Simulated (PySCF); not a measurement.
Compound: cyclo-(F2SiO)2.
Structure used (PBE0-D3(BJ)/def2-SVP), in Å, numbered top down from 1:
```xyz
8
F4O2Si2 angstrom
Si    -0.3414   -0.8890   -0.7109
F     -1.8141   -1.1238   -1.2564
F      0.5610   -2.0618   -1.2860
O      0.2615    0.6517   -0.9660
Si     0.3748    0.8682    0.6898
F     -0.5207    2.0447    1.2691
F      1.8504    1.0952    1.2311
O     -0.2333   -0.6708    0.9455
```

Probes without a nucleus sit at each ring's centroid and 1 Å off its mean plane on both sides; NICS is minus the shielding there, NICSzz its component along the normal. Level: GIAO B3LYP/pcSseg-1 (PySCF, non-relativistic, gas phase) on the PBE0-D3(BJ)/def2-SVP geometry, one conformer.

Ring bond lengths (Å): Si1–O4 1.674, O4–Si5 1.674, Si5–O8 1.674, O8–Si1 1.674.

Q: Give the NICS values of each ring in ppm.

A: 
| ring | type | NICS(0) | NICS(1), two faces | NICS(1)zz, two faces | rms pucker (Å) | centre to ring atoms, mean (Å) |
| --- | --- | --- | --- | --- | --- | --- |
| Si1–O4–Si5–O8 | 4-membered ring with 2 O and 2 Si | -12.1 | -3.8 / -3.8 | -1.6 / -1.6 | 0.00 | 1.18 |

Q: What do they say, and how far can they be read as aromaticity?

A: 
- Si1–O4–Si5–O8: mean NICS(1)zz -1.6 ppm, near zero. Si1, Si5 have four or more neighbours, and the NICS criterion for π rings isn't applied. NICS(0) lies 8 ppm below the mean NICS(1).

Q: At the second NICS(1) probe listed for ring Si1–O4–Si5–O8, 1 Å off the ring, what do the in-plane components average?

A: The isotropic value is a third of the trace: (3 × -3.8 − (-1.6))/2 = -4.9 ppm.

Q: How do the values depend on the level or the medium?

A: 
| level | NICS(0), Si1–O4–Si5–O8 | mean NICS(1)zz, Si1–O4–Si5–O8 |
| --- | --- | --- |
| B3LYP/pcSseg-1, gas | -12.1 | -1.6 |
| PBE0/pcSseg-1, gas | -12.3 | -1.7 |

The geometry is the same throughout.
